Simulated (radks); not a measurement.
Values are calculated unless marked as measured or tabulated.
Numerical settings for the tantalum ion Ta3+, [Xe] 4f14 5d2. Level of theory: scalar-relativistic Kohn-Sham, r2SCAN, spin-polarised, spherical densities, finite nucleus; open shells are filled with parallel spins first (spin-orbit coupling, left out, can overturn this in heavy ions); meta-GGA in the generalised Kohn-Sham scheme; Fermi nuclear charge, rms radius 5.3507 fm (a radial shooting solver on a logarithmic mesh with Libxc functionals). The defaults (mesh step 0.008 in ln r, mesh end at 40 bohr or more with all orbitals vanishing there, Anderson mixing 0.5 over 9 steps, residual threshold near 1e-9 with the energy settled to 1e-9 hartree or 1e-11 of itself, here a cap of 59 iterations) give E = -15602.274 hartree and 5d at -29.793 eV in 11 iterations. Run on one thread of a shared host, so times are rough (Intel(R) Xeon(R) Platinum 8488C): 0.24 s of CPU time, 0.24 s wall, 11 iterations on 2213 mesh points. Changes against that run (0 stands for a change within the tolerance of the run):

setting                     iterations         converged  E (mhartree)  e(5d) (meV)  CPU (s)
mesh step in ln r 0.12               4                no      diverged            -     0.01
mesh step in ln r 0.2                2                no      diverged            -     0.01
mesh step in ln r 0.08               2                no      diverged            -     0.02
mesh end (bohr) 8                   11               yes      +0.00419       +0.301     0.23
mesh end (bohr) 2                   11  level above zero     +5.61e+03    +4.49e+04     0.21
residual threshold 0.1              10               yes             0        -1.16     0.23
residual threshold 1e-05            11               yes             0            0     0.24
mixing 0.01                         17               yes             0     -0.00579     0.34
linear mixing, mixing 0.05          59                no         +44.3         -603      1.1
linear mixing, mixing 0.5           22               yes      +0.00129      -0.0476      0.4
mixing history 3                    14               yes             0      -0.0469     0.27
iteration cap 3                      3                no          +605    -2.43e+03     0.08

Settled on a wrong energy, with an occupied level pushed above zero by the early mesh end: mesh end (bohr) 2 (+5.61 hartree). Apart from these: no run marked as converged misses the energy by more than 1 mhartree. A mesh that ends early acts as a hard wall.
